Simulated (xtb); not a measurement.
Input file for xtb: GFN2-xTB on GeH4Se (SMILES [GeH3][SeH]), a point of a torsion scan.

```
$ xtb mol.xyz --gfn 2 --opt vtight --chrg 0 --uhf 0 --input xcontrol
6

Ge    -0.67877213    -0.00480585    -0.00373207
Se     1.54959293    -0.77337618    -0.27088853
H     -0.82804206     1.25132319    -0.88571449
H     -1.57322446    -1.18077551    -0.50370669
H     -0.91385146     0.30145164     1.48943348
H      2.44396692     0.39558402     0.20234451
$constrain
  force constant=1.0
  dihedral: 3,1,2,6,60.0
$end
```

Output:

```
[...]
           -------------------------------------------------
          |                Calculation Setup                |
           -------------------------------------------------



           -------------------------------------------------
          |                 G F N 2 - x T B                 |
           -------------------------------------------------

        Reference                      10.1021/acs.jctc.8b01176
      * Hamiltonian:
        H0-scaling (s, p, d)           1.850000    2.230000    2.230000
        zeta-weighting                 0.500000
      * Dispersion:
        s8                             2.700000
        a1                             0.520000
        a2                             5.000000
        s9                             5.000000
      * Repulsion:
        kExp                           1.500000    1.000000
        rExp                           1.000000
      * Coulomb:
        alpha                          2.000000
        third order                    shell-resolved
        anisotropic                    true
        a3                             3.000000
        a5                             4.000000
        cn-shift                       1.200000
        cn-exp                         4.000000
        max-rad                        5.000000


          ...................................................
          :                      SETUP                      :
          :.................................................:
          :  # basis functions                  24          :
          :  # atomic orbitals                  22          :
          :  # shells                           10          :
          :  # electrons                        14          :
          :  max. iterations                   250          :
          :  Hamiltonian                  GFN2-xTB          :
          :  restarted?                      false          :
          :  GBSA solvation                  false          :
          :  PC potential                    false          :
          :  electronic temp.          300.0000000     K    :
          :  accuracy                    1.0000000          :
          :  -> integral cutoff          0.2500000E+02      :
          :  -> integral neglect         0.1000000E-07      :
          :  -> SCF convergence          0.1000000E-05 Eh   :
          :  -> wf. convergence          0.1000000E-03 e    :
          :  Broyden damping             0.4000000          :
          :  net charge                          0          :
          :  unpaired electrons                  0          :
          ...................................................

 iter      E             dE          RMSdq      gap      omega  full diag
   1     -7.1603326 -0.716033E+01  0.537E+00    4.65       0.0  T
   2     -7.1612955 -0.962927E-03  0.401E+00    4.52       1.0  T
   3     -7.1581356  0.315988E-02  0.218E+00    4.41       1.0  T
   4     -7.1637978 -0.566215E-02  0.552E-01    4.36       1.0  T
   5     -7.1637202  0.775815E-04  0.662E-01    4.37       1.0  T
   6     -7.1638297 -0.109468E-03  0.291E-01    4.37       1.0  T
   7     -7.1638774 -0.476770E-04  0.113E-01    4.37       1.0  T
   8     -7.1638814 -0.407930E-05  0.980E-03    4.37       4.2  T
   9     -7.1638815 -0.299447E-07  0.646E-03    4.37       6.3  T
  10     -7.1638815 -0.109818E-07  0.287E-03    4.37      14.2  T
  11     -7.1638815 -0.309262E-08  0.163E-04    4.37     250.3  T
  12     -7.1638815 -0.189013E-10  0.588E-05    4.37     694.1  T

   *** convergence criteria satisfied after 12 iterations ***

         #    Occupation            Energy/Eh            Energy/eV
      -------------------------------------------------------------
         1        2.0000           -0.7417818             -20.1849
         2        2.0000           -0.6357755             -17.3003
         3        2.0000           -0.4731269             -12.8744
         4        2.0000           -0.4596438             -12.5075
         5        2.0000           -0.4558744             -12.4050
         6        2.0000           -0.4200406             -11.4299
         7        2.0000           -0.3817075             -10.3868 (HOMO)
         8                         -0.2209812              -6.0132 (LUMO)
         9                         -0.1853973              -5.0449
        10                         -0.1440578              -3.9200
        11                         -0.1403255              -3.8185
        12                         -0.1253873              -3.4120
       ...                                ...                  ...
        22                          1.1438334              31.1253
      -------------------------------------------------------------
                  HL-Gap            0.1607263 Eh            4.3736 eV
             Fermi-level           -0.3013444 Eh           -8.2000 eV

 SCC (total)                   0 d,  0 h,  0 min,  0.008 sec
 SCC setup           
[...]
(HOMO)
         8                         -0.2154829              -5.8636 (LUMO)
         9                         -0.1538199              -4.1857
        10                         -0.1382917              -3.7631
        11                         -0.1343059              -3.6546
        12                         -0.0645407              -1.7562
       ...                                ...                  ...
        22                          1.2546906              34.1419
      -------------------------------------------------------------
                  HL-Gap            0.1715064 Eh            4.6669 eV
             Fermi-level           -0.3012361 Eh           -8.1971 eV

 SCC (total)                   0 d,  0 h,  0 min,  0.004 sec
 SCC setup                      ...        0 min,  0.000 sec (  2.392%)
 Dispersion                     ...        0 min,  0.000 sec (  0.690%)
 classical contributions        ...        0 min,  0.000 sec (  0.540%)
 integral evaluation            ...        0 min,  0.001 sec ( 27.672%)
 iterations                     ...        0 min,  0.001 sec ( 28.619%)
 molecular gradient             ...        0 min,  0.001 sec ( 36.917%)
 printout                       ...        0 min,  0.000 sec (  2.619%)

         :::::::::::::::::::::::::::::::::::::::::::::::::::::
         ::                     SUMMARY                     ::
         :::::::::::::::::::::::::::::::::::::::::::::::::::::
         :: total energy              -7.153595682245 Eh    ::
         :: gradient norm              0.000020182736 Eh/a0 ::
         :: HOMO-LUMO gap              4.666927292944 eV    ::
         ::.................................................::
         :: SCC energy                -7.183288745481 Eh    ::
         :: -> isotropic ES           -0.000334913226 Eh    ::
         :: -> anisotropic ES          0.000818386466 Eh    ::
         :: -> anisotropic XC          0.001942565567 Eh    ::
         :: -> dispersion             -0.002738361331 Eh    ::
         :: repulsion energy           0.029693062675 Eh    ::
         :: add. restraining           0.000000000561 Eh    ::
         :: total charge              -0.000000000000 e     ::
         :::::::::::::::::::::::::::::::::::::::::::::::::::::

           -------------------------------------------------
          |                Property Printout                |
           -------------------------------------------------

    * Orbital Energies and Occupations

         #    Occupation            Energy/Eh            Energy/eV
      -------------------------------------------------------------
         1        2.0000           -0.7479692             -20.3533
         2        2.0000           -0.6347844             -17.2734
         3        2.0000           -0.4832175             -13.1490
         4        2.0000           -0.4586298             -12.4800
         5        2.0000           -0.4546089             -12.3705
         6        2.0000           -0.4303653             -11.7108
         7        2.0000           -0.3869893             -10.5305 (HOMO)
         8                         -0.2154829              -5.8636 (LUMO)
         9                         -0.1538199              -4.1857
        10                         -0.1382917              -3.7631
        11                         -0.1343059              -3.6546
        12                         -0.0645407              -1.7562
        13                         -0.0192370              -0.5235
        14                         -0.0018055              -0.0491
        15                          0.0094296               0.2566
        16                          0.1854251               5.0457
        17                          0.2020142               5.4971
        18                          0.2717761               7.3954
       ...                                ...                  ...
        22                          1.2546906              34.1419
      -------------------------------------------------------------
                  HL-Gap            0.1715064 Eh            4.6669 eV
             Fermi-level           -0.3012361 Eh           -8.1971 eV

     #   Z          covCN         q      C6AA      α(0)
     1  32 Ge       3.705     0.145   168.892    23.334
     2  34 Se       1.816    -0.254   244.359    27.240
     3   1 H        0.938    -0.012     3.270     2.827
     4   1 H        0.939    -0.016     3.345     2.860
     5   1 H        0.938    -0.012     3.270     2.827
     6   1 H        0.925     0.149     1.400     1.850

 Mol. C6AA /au·bohr⁶  :       1240.419925
 Mol. C8AA /au·bohr⁸  :      78090.797192
 Mol. α(0) /au        :         60.937105


Wiberg/Mayer (AO) data.
largest (>0.10) Wiberg bond orders for each atom

 ---------------------------------------------------------------------------
Note: The following floating-point exceptions are signalling: IEEE_UNDERFLOW_FLAG IEEE_DENORMAL
normal termination of xtb
     #   Z sym  total        # sym  WBO       # sym  WBO       # sym  WBO
 ---------------------------------------------------------------------------
     1  32 Ge   3.603 --     2 Se   1.053     4 H    0.844     3 H    0.833
                             5 H    0.833
     2  34 Se   2.176 --     1 Ge   1.053     6 H    0.934
     3   1 H    1.000 --     1 Ge   0.833
     4   1 H    1.000 --     1 Ge   0.844
     5   1 H    1.000 --     1 Ge   0.833
     6   1 H    0.978 --     2 Se   0.934
 ---------------------------------------------------------------------------

Topologies differ in total number of bonds
Writing topology from bond orders to xtbtopo.mol

molecular dipole:
                 x           y           z       tot (Debye)
 q only:       -0.219       0.496       0.189
   full:       -0.476       0.525       0.195       1.869
molecular quadrupole (traceless):
                xx          xy          yy          xz          yz          zz
 q only:        0.681       2.387      -0.693       0.941      -0.249       0.012
  q+dip:       -2.022       3.890       0.683       1.441      -0.184       1.339
   full:       -1.161       4.296       0.751       1.644       0.285       0.410

           -------------------------------------------------
          |                Geometry Summary                 |
           -------------------------------------------------

      molecular mass/u    :      155.6187017
   center of mass at/Å    :        0.5237058      -0.4151244      -0.1460717
  moments of inertia/u·Å² :        0.8053235E+01   0.2156309E+03   0.2176939E+03
rotational constants/cm⁻¹ :        0.2093275E+01   0.7817819E-01   0.7743730E-01

 * 5 selected distances

     #   Z          #   Z                                           value/Å
     1  32 Ge       2  34 Se                                      2.3127074 (max)
     1  32 Ge       3   1 H                                       1.5012161
     1  32 Ge       4   1 H                                       1.4954461
     1  32 Ge       5   1 H                                       1.5012891
     2  34 Se       6   1 H                                       1.4399036 (min)

 * 3 distinct bonds (by element types)

   Z      Z             #   av. dist./Å        max./Å        min./Å
   1 H   32 Ge          3     1.4993171     1.5012891     1.4954461
   1 H   34 Se          1     1.4399036     1.4399036     1.4399036
  32 Ge  34 Se          1     2.3127074     2.3127074     2.3127074


optimized geometry written to: xtbopt.xyz


           -------------------------------------------------
          | TOTAL ENERGY               -7.153595682245 Eh   |
          | GRADIENT NORM               0.000020182736 Eh/α |
          | HOMO-LUMO GAP               4.666927292944 eV   |
           -------------------------------------------------

------------------------------------------------------------------------
------------------------------------------------------------------------
 total:
 SCF:
 ANC optimizer:
```

The run finished.

Warnings raised: the energy holds the restraint's term.

Cost: about 0.13 core-seconds (a rough figure).
